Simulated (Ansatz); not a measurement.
Start from `[BH2][InH][F]` and change one atom or group to get `[F][InH][I]`.

Ansatz, PBE0-D4/def2-TZVP geometries, multiplicity 1. 

Elements past krypton have def2 core potentials.

| property | `[BH2][InH][F]` |
| --- | --- |
| HOMO energy (B3LYP/def2-TZVPP) / eV | -7.68 |
| LUMO energy (PBE0/def2-TZVPP) / eV | -2.82 |
| HOMO–LUMO gap (ωB97M-V/def2-TZVPP) / eV | 9.11 |
| size of the dipole moment (ωB97M-V/def2-TZVPP) / D | 3.52 |
| size of the dipole moment (B3LYP/def2-TZVPP) / D | 3.52 |
| HOMO energy (PBE0/def2-TZVPP) / eV | -7.87 |

(1) What does the change do to each property? (An estimate is asked.)

Answers

(1) Ansatz gave: 
| property | `[F][InH][I]` | shift |
| --- | --- | --- |
| HOMO energy (B3LYP/def2-TZVPP) / eV | -7.68 | 0.00 |
| LUMO energy (PBE0/def2-TZVPP) / eV | -1.95 | 0.87 |
| HOMO–LUMO gap (ωB97M-V/def2-TZVPP) / eV | 9.66 | 0.55 |
| size of the dipole moment (ωB97M-V/def2-TZVPP) / D | 2.61 | -0.91 |
| size of the dipole moment (B3LYP/def2-TZVPP) / D | 2.58 | -0.94 |
| HOMO energy (PBE0/def2-TZVPP) / eV | -7.93 | -0.06 |

With PBE0 the HOMO falls by 0.06 eV and the LUMO rises by 0.87 eV, so the gap widens by about 0.93 eV. PBE moves the HOMO by -0.14 eV and ωB97M-V by -0.06 eV. The zero-point energy changes by -49.4 kJ/mol with -6 modes. Dipoles are sizes alone; their direction can turn.

B3LYP here is the variant with VWN-RPA as its local correlation; programs differ in this.

Spin–orbit coupling is left out; it splits and shifts lone-pair levels of the heavy atoms by tenths of an eV.
